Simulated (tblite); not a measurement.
Species: C₆H₄Cl₂F (doublet state).
SMILES: `C[C@H]1[C]=C(Cl)C(Cl)=C1F`

All values are computed: GFN2-xTB (tblite) harmonic vibrations without scaling, gas phase. Errors from tens to a few hundred cm⁻¹ against measured bands are possible. Open shells enter through the occupations alone, without spin polarisation, and single modes of such species can be off by tens of per cent.

Harmonic wavenumbers (cm⁻¹): 88.3, 95.5, 144.6, 180.7, 203.8, 223.2, 288.8, 354.0, 367.4, 463.1, 493.8, 506.1, 584.7, 624.7, 851.1, 900.3, 962.7, 1027.1, 1054.2, 1086.6, 1110.5, 1173.8, 1224.7, 1247.4, 1395.3, 1477.1, 1484.0, 1606.5, 1654.2, 2931.5, 3046.7, 3057.0, 3057.3.

A = 1571, B = 997.5, C = 635.2 MHz; mass 164.967 u (most abundant isotopes); point group C1, symmetry number 1; spin multiplicity 2.

**Question.** Zero-point energy?

**Answer.** Half the sum of the wavenumbers: 17483 cm⁻¹ = 209.15 kJ/mol.

**Question.** What is S at 400 K and 1 bar for an ideal gas of classical rigid rotors and harmonic oscillators?

**Answer.** Translation 178.64, rotation 129.85, vibration 135.50, spin (R ln 2) 5.76: S = 449.8 J/(mol K).

**Question.** And Cp and H(400 K) − H(0)?

**Answer.** Cp = 168.26 J/(mol K), of which vibrations give 135.00 (their classical limit is 33 R = 274.4); H(400 K) − H(0) = 42.28 kJ/mol without the zero-point energy, 28.98 from vibrations.

**Question.** What must be added to the electronic energy to get the Gibbs energy at 400 K and 1 bar?

**Answer.** ZPE + [H(400 K) − H(0)] − T·S = 209.15 + 42.28 − 179.90 = 71.53 kJ/mol.

**Question.** Blend soft modes into free rotors: weight 1/[1 + (100 cm⁻¹/ν̃)⁴] for the oscillator and the rest for a rotor with moment μB/(μ + B), μ = h/(8π²ν), B = 10⁻⁴⁴ kg m². What vibrational entropy results?

**Answer.** 130.21 J/(mol K) in place of 135.50, which changes −T·S at 400 K by +2.12 kJ/mol.

Hindered rotation and anharmonicity are outside this model. The structure is chiral; the term R ln 2 for an equal mix with its mirror image is left out.
